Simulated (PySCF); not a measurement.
C4H10Si2, SMILES C=C1CC[Si@H]1[SiH3].

The structure is a stationary point at B3LYP-D3(BJ)/def2-SVP. The geometry has at least one imaginary mode, so it is a saddle point at that level. The structure was generated by enumeration; whether it is a known compound was not checked.

The numbers are results of TDA-PBE/def2-SVPD (PySCF), not measurements.

Vertical excitations. Gas-phase values at a fixed geometry.

Estimate the UV-visible absorptions. (Estimate from the structure and the level; the computed values follow.)


| state | energy (eV) | λ (nm) | f | main pairs |
|---|---|---|---|---|
| S1 | 5.04 | 246 | 0.047 | HOMO−1→LUMO 57 %, HOMO→LUMO 38 % |
| S2 | 5.26 | 236 | 0.006 | HOMO→LUMO+1 90 % |
| S3 | 5.65 | 219 | 0.010 | HOMO−1→LUMO+1 71 %, HOMO−2→LUMO 15 % |
| S4 | 5.73 | 216 | 0.007 | HOMO−2→LUMO 80 %, HOMO−1→LUMO+1 16 % |
| S5 | 5.85 | 212 | 0.130 | HOMO−3→LUMO 32 %, HOMO→LUMO 28 %, HOMO−1→LUMO 19 %, HOMO→LUMO+2 11 % |
| S6 | 5.89 | 210 | 0.023 | HOMO→LUMO+2 81 % |
| T1 | 3.86 | 321 | 0 | HOMO→LUMO 83 %, HOMO−1→LUMO 13 % |
| T2 | 4.65 | 267 | 0 | HOMO−1→LUMO 84 %, HOMO→LUMO 14 % |
Triplets are in the Tamm–Dancoff approximation.
